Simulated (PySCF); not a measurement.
**Arsenic: a sound run and one with changed settings**

Sound run: As [Ar] 3d10 4s2 4p3, As⁺ [Ar] 3d10 4s2 4p2. Computed with PySCF 2.14 in cc-pVDZ-DK (5s4p2d, 27 functions), with scalar relativity by spin-free X2C-1e. In the sound run the correlated levels freeze [Ar] 3d10. The sound run starts from symmetry-adapted Hartree-Fock orbitals and uses a fine grid where one is needed.

Changed run: basis STO-3G, all-electron and non-relativistic. This setting is unsound on purpose.

| species | method | sound run (hartree) | changed run (hartree) | converged |
| --- | --- | --- | --- | --- |
| As | UHF | -2258.91690 | -2209.26367 | yes |
| As | TPSS | -2260.56250 | -2210.43340 | yes |
| As | M06-L | -2260.52251 | -2210.55044 | yes |
| As | MP2 | -2258.97105 | -2209.26367 | yes |
| As⁺ | UHF | -2258.57056 | -2209.00633 | yes |
| As⁺ | TPSS | -2260.19909 | -2210.15694 | yes |
| As⁺ | M06-L | -2260.16631 | -2210.26066 | yes |
| As⁺ | MP2 | -2258.61262 | -2209.01391 | yes |
| As⁺ | CCSD(T) | -2258.62952 | -2209.01980 | yes |

Ionisation energy of As:

| method | sound run (eV) | changed run (eV) |
| --- | --- | --- |
| UHF | 9.425 | 7.003 |
| TPSS | 9.889 | 7.523 |
| M06-L | 9.692 | 7.885 |
| MP2 | 9.753 | 6.796 |
| SCS-MP2 | 9.636 | 6.755 |

A minimal basis cannot let orbitals breathe on ionisation and holds almost no correlation. The Hamiltonian changed with the basis, so the totals do not compare.

For comparison, NIST gives 9.789 eV between the lowest levels.
